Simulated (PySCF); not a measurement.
# Calculated properties of `[Br][Zn][Br]`

Species: ZnBr₂ (singlet state).
Structure used (PBE0-D3(BJ)/def2-SVP), in Å, numbered top down from 1:
```
atom  x, y, z in Å
Zn1   -0.0046   -0.0027   -0.0001
Br2   -0.0210   -0.0277    2.2295
Br3    0.0257    0.0303   -2.2294
```

**PBE0-D3(BJ)/def2-SVP geometry optimisation, gas phase (PySCF)**

```yaml
Point_group: D∞h
Rotational_constant_B_linear: 0.644 GHz
```

B3LYP/def2-SVPD ground state, ΔSCF and vertical TDDFT (core frozen in the response) (PySCF):

```yaml
Dipole_moment: 0.00 D by symmetry (numerical residue 0.02 D)
HOMO_energy: -8.34 eV
LUMO_energy: -2.24 eV
HOMO–LUMO_gap: 6.10 eV
Lowest_singlet_excitation: 5.05 eV (246 nm, f = 0.000 summed over 2 states within 0.01 eV)
Lowest_triplet_excitation_Tamm–Dancoff: 4.76 eV
Static_isotropic_polarisability: 68.5 au
Vertical_ionisation_energy: 10.59 eV
Vertical_electron_affinity: 0.44 eV
Electronic_spatial_extent_⟨r²⟩_about_the_centre_of_nuclear_charge: 1361 bohr²
```

Monoisotopic mass from the formula: 221.7658 u.

The principal polarisabilities are 53.4, 53.4 and 98.8 au; their mean is the isotropic value. The largest Löwdin shares of the LUMO are 0.40 on Zn1, 0.30 on Br2 and 0.30 on Br3. B corresponds to 0.0215 cm⁻¹ and a moment of inertia of 784.7 u Å² (most abundant isotopes). The vertical singlet–triplet gap S1 − T1 is 0.29 eV (TDDFT singlet less Tamm–Dancoff triplet). The ΔSCF ionisation energy exceeds −ε(HOMO) by 2.25 eV with B3LYP. From the two ΔSCF values, the fundamental gap I − A is 10.15 eV and the Mulliken electronegativity (I + A)/2 is 5.52 eV. S1 lies 1.05 eV below the HOMO–LUMO gap. The polarisability is 10.15 Å³ as a volume (1 au = 0.148185 Å³), or 0.69 au for each of the 100 electrons.

The calculation is non-relativistic and has no spin–orbit coupling, an omission that weighs most on bromine.
